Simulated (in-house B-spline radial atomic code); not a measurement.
RPA and G0W0 for Re7+, [Xe] 4f14, as one setting changes: the share of exact exchange in the PBE hybrid start. A dash marks a level of low quasi-particle weight. Computed with a B-spline radial code for spherical atoms: all electrons, scalar-relativistic (spin-free one-electron X2C), finite nucleus, each spin shell either full or empty, empty states to l = 9 with an (l + 1/2)⁻⁴ tail; G0W0 by contour deformation at full frequency.

Without the two-electron picture change, the correlation of inner shells comes somewhat too large for so heavy an element.

| share of exact exchange in the PBE hybrid start | mean-field level (eV) | G0W0 level (eV) | RPA correlation (Eh) |
| --- | --- | --- | --- |
| 0 | -138.25 | 4f -153.59 | -6.3223 |
| 0.1 | -139.62 | 5p -148.86 | -6.2783 |
| 0.2 | -140.68 | 5p -148.83 | -6.2353 |
| 0.3 | ? | ? | ? |
| 0.4 | -142.81 | 5p -148.76 | -6.1524 |
| 0.5 | -143.88 | 5p -148.73 | -6.1124 |
| 0.6 | ? | ? | ? |
| 0.7 | -146.01 | 5p -148.66 | -6.0349 |
| 0.8 | -147.07 | 5p -148.62 | -5.9974 |
| 0.9 | -148.14 | 5p -148.58 | -5.9606 |
| 1 | -149.20 | 5p -148.54 | -5.9246 |

Q: What belongs in the row for 0.3?

A: mean-field level (eV): -141.75; G0W0 level (eV): 5p -148.80; RPA correlation (Eh): -6.1934.

Q: What belongs in the row for 0.6?

A: mean-field level (eV): -144.94; G0W0 level (eV): 5p -148.69; RPA correlation (Eh): -6.0732.

Q: At what share of exact exchange does G0W0 leave the highest level unchanged?

A: Near 0.94, where the shift changes sign (-0.444 eV at 0.9, +0.660 eV at 1).
